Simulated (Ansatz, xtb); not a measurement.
# Relative energy of two isomers of C5H3FO2

Structure X is `O=CC1=CC(=O)[C@@H]1F`, a singlet and structure Y is `O=CC1=C(F)C(=O)C1`, a singlet. Both are isolated molecules in the gas phase, relaxed with PBE0-D3(BJ)/def2-SVP; each stands in its lowest conformer found.

X (Å):

```yaml
atoms:
  - { symbol: C, position_ang: [-1.9620, 2.2375, -0.5497] }
  - { symbol: C, position_ang: [-1.0514, 1.0920, -0.7177] }
  - { symbol: C, position_ang: [-0.3047, 0.6455, -1.7581] }
  - { symbol: C, position_ang: [0.1949, -0.5157, -0.9576] }
  - { symbol: C, position_ang: [-0.5917, 0.0369, 0.2703] }
  - { symbol: F, position_ang: [-1.5502, -0.7836, 0.7659] }
  - { symbol: O, position_ang: [-2.4613, 2.5225, 0.5075] }
  - { symbol: O, position_ang: [0.8571, -1.4855, -1.1649] }
  - { symbol: H, position_ang: [-2.1517, 2.8361, -1.4745] }
  - { symbol: H, position_ang: [-0.1219, 1.0161, -2.7698] }
  - { symbol: H, position_ang: [0.0323, 0.4118, 1.1000] }
```

Y (Å):

```xyz
11

C    -0.8608   -2.2577   -0.8067
C    -0.7061   -0.8946   -0.2971
C    -0.7344    0.3365   -0.8639
C    -0.4849    1.0310    0.4412
C    -0.4490   -0.3691    1.1062
F    -0.9122    0.7599   -2.0836
O    -0.7966   -3.2311   -0.0970
O    -0.3657    2.1554    0.8155
H    -1.0444   -2.3410   -1.9053
H     0.5229   -0.6387    1.5475
H    -1.2522   -0.5459    1.8380
```

Energies in hartree; the thermal terms are from GFN2-xTB frequencies at re-optimised GFN2-xTB minima (ideal gas, soft modes damped towards free rotors, one conformer each, 298.15 K, 1 atm) and include the zero-point energy:

```
                              X           Y
E, CCSD(T)/def2-SVP  −441.073864  −441.079532
    E, MP2/def2-SVP  −440.997846  −441.004613
  E, MP2/def2-TZVPP  −441.814915  −441.820475
  zero-point energy     0.066771     0.067406
       H(298 K) − E     0.075130     0.075689
       G(298 K) − E     0.034269     0.035051
```

Q: Correct the CCSD(T) difference for the basis set by the MP2 change, then work out ΔE, ΔE₀, ΔH and ΔG for X → Y in kJ/mol (1 Eh = 2625.50 kJ/mol) and the equilibrium ratio [Y]/[X].

A: 1. Differences Y − X: CCSD(T) −0.005668, MP2 in the small set −0.006767, MP2 in the large set −0.005560 Eh.
2. ΔE = −0.005668 + (−0.005560 − (−0.006767)) = −0.004461 Eh = −11.71 kJ/mol.
3. ΔE₀ = ΔE + ΔZPE = −0.004461 + (+0.000635) Eh = −10.05 kJ/mol.
4. ΔH = ΔE + (+0.000559) Eh = −10.24 kJ/mol.
5. ΔG = ΔE + (+0.000782) Eh = −9.66 kJ/mol, so ΔS = (ΔH − ΔG)/T = −2.0 J/(mol K).
6. kT = 0.9442 mEh, so K = [Y]/[X] = exp(−ΔG/kT) = exp(+3.90) ≈ 49.

Structure Y is favoured at this temperature. An error of 4 kJ/mol in ΔG would change K by a factor of 5. Mirror images and further conformers aren't counted.

As drawn, both hold the same kinds of bond in the same numbers.

Other levels gave ΔE = −26.3 (GFN2-xTB); −36.5 (HF/STO-3G, GFN2-xTB geometries); −27.2 (r2SCAN-D4/def2-SVP, GFN2-xTB geometries); −23.8 (PBE0-D3(BJ)/def2-SVP); −5.5 (HF/def2-SVP); −17.8 (MP2/def2-SVP); −14.9 (CCSD(T)/def2-SVP) kJ/mol. The correlated steps freeze 8 core orbitals. Programs: Ansatz 0.2.0, xtb 6.7.1.
